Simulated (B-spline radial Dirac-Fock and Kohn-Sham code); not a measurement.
**Dy¹⁹⁺: eigenvalues, ΔSCF and the reference**

System: dysprosium as Dy¹⁹⁺, [Kr] 4d10 4f1.

The density-functional columns are spherical, spin-unpolarised Dirac-Kohn-Sham results without Breit or QED terms: −ε is minus the orbital energy of the initial state and ΔSCF the difference of two total energies. The reference in the last column comes from Dirac-Fock energy differences between relaxed states, corrected for Breit and QED terms. All numbers are from a B-spline atomic structure program, in eV; a selection of levels is shown. The Kohn-Sham columns are given as differences from the reference. For the 1s level of heavy atoms much of the gap between ΔSCF and the reference is the Breit and QED part, -238.8 eV here; for other levels the error of the functional can be larger.

```
level  LDA −ε − DF  LDA ΔSCF − DF  Dirac-Fock
    K       -264.2         +225.8     54295.7
   L1       -161.2          -60.7      9566.2
   L2       -121.4           +2.7      9093.5
   L3       -129.8          -17.7      8303.0
   M1        -86.7          -47.1      2567.0
   M2        -71.1          -29.8      2362.3
   M3        -70.0          -30.8      2195.0
   M4        -49.7           -5.5      1848.0
   M5        -50.4           -7.0      1812.4
   N1        -42.7          -21.8       900.9
   N2        -34.6          -13.8       816.7
   N3        -34.5          -14.5       775.0
   N4        -19.5           +0.2       633.1
   N5        -19.7           -0.2       625.1
 N6,7        -16.9           +2.7       466.8
```

Values without a named source are computed, but for edge energies of neutral atoms, which are taken from tables.
